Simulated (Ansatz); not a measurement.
Compare A (`NC1O[SiH2]1`) with its isomer B (`N=C[SiH2]O`).

Computed with Ansatz on PBE0-D4/def2-TZVP structures; ΔE is electronic, products minus reactants. CCSD(T)/CBS is the MP2 limit (def2-TZVPP, def2-QZVPP) plus CCSD(T) − MP2 in def2-TZVPP, frozen cores. DFT in def2-TZVPP. B3LYP here is the variant with VWN-RPA as its local correlation; programs differ in this. One conformer a species, not always the lowest.

(1) Which isomer does CCSD(T)/CBS put lower? Give the gap. (Estimate.)

(2) Give E(B) − E(A) in kcal/mol with B3LYP-D4, LDA (SPW92), HF/def2-TZVPP, PBE-D4, BLYP-D4, CCSD(T)/def2-SVP, B2PLYP. (An estimate is asked.)

(3) Does the order hold for the free energy at 298.15 K (harmonic terms from PBE0-D4)? (Best estimate.)

Largest T1 diagnostic: 0.014.

Results:

(1) The calculation gave: B, by 28.5 kcal/mol.

(2) The calculation gave: B3LYP-D4 -28.0, LDA (SPW92) -18.1, HF/def2-TZVPP -35.4, PBE-D4 -22.3, BLYP-D4 -27.3, CCSD(T)/def2-SVP -29.9, B2PLYP -28.0. None reverses the order clearly.

(3) Ansatz gave: Yes: G(B) − G(A) = -30.1 kcal/mol, for one conformer each.

In def2-TZVPP, CCSD(T) changes the Hartree–Fock value by +6.4 kcal/mol (the triples alone add +0.8 kcal/mol) and MP2 by +8.2 kcal/mol. At CCSD(T), def2-SVP lies −1.5 kcal/mol from the extrapolated value and def2-TZVPP −0.5 kcal/mol.
